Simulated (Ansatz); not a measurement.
Consider the ligand exchange at a B–C bond: `BC[CH2][ZnH]` + `CNBN` → `BNBNC` + `C[CH2][ZnH]`.

Computed with Ansatz on PBE0-D4/def2-TZVP structures; ΔE is electronic, products minus reactants. CCSD(T)/CBS is the MP2 limit (def2-TZVPP, def2-QZVPP) plus CCSD(T) − MP2 in def2-TZVPP, frozen cores. DFT in def2-TZVPP. B3LYP here is the variant with VWN-RPA as its local correlation; programs differ in this. For Zn outer-core shells are correlated without core-valence functions, which leaves a few kJ/mol of doubt a bond. Scalar relativity is left out up to krypton. Each species was taken in one conformer, which may not be the lowest.

`BC[CH2][ZnH]`:

```xyz
11

B     0.854   -0.392    1.281
C    -0.563   -0.312    0.677
C    -0.793    0.565   -0.556
Zn    0.582    0.388   -1.940
H     1.042   -0.757    2.407
H     1.818   -0.173    0.590
H    -0.661   -1.387    0.404
H    -1.340   -0.181    1.441
H    -1.780    0.380   -0.993
H    -0.802    1.619   -0.253
H     1.643    0.250   -3.056
```

`CNBN`:

Z-matrix (Å, degrees):
```
C
N 1 1.440
H 1 1.096 2 112.2
H 1 1.096 2 112.2 3 121.6
H 1 1.091 2 109.0 3 -119.2
B 2 1.407 1 125.7 3 119.2
H 2 1.008 1 114.2 3 -60.8
N 6 1.411 2 123.0 1 -180.0
H 6 1.201 2 118.5 1 0.0
H 8 1.005 6 124.6 2 -0.0
H 8 1.002 6 121.8 2 -180.0
```

`BNBNC`:

```xyz
13

B     1.493   -1.141   -0.468
N     0.115   -1.399   -0.500
B    -1.039   -0.519   -0.491
N    -1.077    0.753    0.078
C    -0.082    1.461    0.849
H     1.900   -0.024   -0.351
H     2.257   -2.058   -0.584
H    -0.130   -2.360   -0.694
H    -2.052   -0.920   -0.994
H    -1.936    1.262   -0.042
H     0.556    2.097    0.227
H    -0.567    2.092    1.598
H     0.564    0.756    1.372
```

`C[CH2][ZnH]`:

Cartesian coordinates in Å:
```
C -0.563 0.779 0.611
C -0.075 -0.604 0.181
Zn 1.130 -0.630 -1.358
H 0.265 1.436 0.891
H -1.232 0.725 1.477
H -1.114 1.286 -0.186
H -0.932 -1.246 -0.055
H 0.437 -1.097 1.015
H 2.084 -0.650 -2.576
```

```tsv
level	ΔE (kJ/mol)	difference from CCSD(T)/CBS
PBE-D4	-119.0	2.0
r2SCAN-D4	-118.2	2.8
PBE0-D4	-117.1	3.9
B3LYP-D4	-123.1	-2.1
ωB97X-V	-116.8	4.2
ωB97M-V	-118.1	2.9
B2PLYP	-122.8	-1.8
PBE	-118.0	3.0
r2SCAN	-117.8	3.2
PBE0	-116.3	4.7
B3LYP	-121.7	-0.7
HF/def2-TZVPP	-118.2	2.8
MP2/def2-TZVPP	-122.6	-1.6
SCS-MP2/def2-TZVPP	-123.0	-2.0
CCSD/def2-TZVPP	-121.1	-0.1
CCSD(T)/def2-TZVPP	-122.8	-1.8
HF/def2-QZVPP	-118.1	2.9
MP2/def2-QZVPP	-121.5	-0.5
SCS-MP2/def2-QZVPP	-122.0	-1.0
HF/CBS(def2)	-118.1	2.9
MP2/CBS(def2)	-120.8	0.2
CCSD/CBS(def2)	-119.4	1.6
CCSD(T)/CBS	-121.0	0
```

Largest T1 diagnostic among the species: 0.014.

In def2-TZVPP, CCSD(T) changes the Hartree–Fock value by −4.5 kJ/mol (the triples alone add −1.7 kJ/mol) and MP2 by −4.3 kJ/mol.
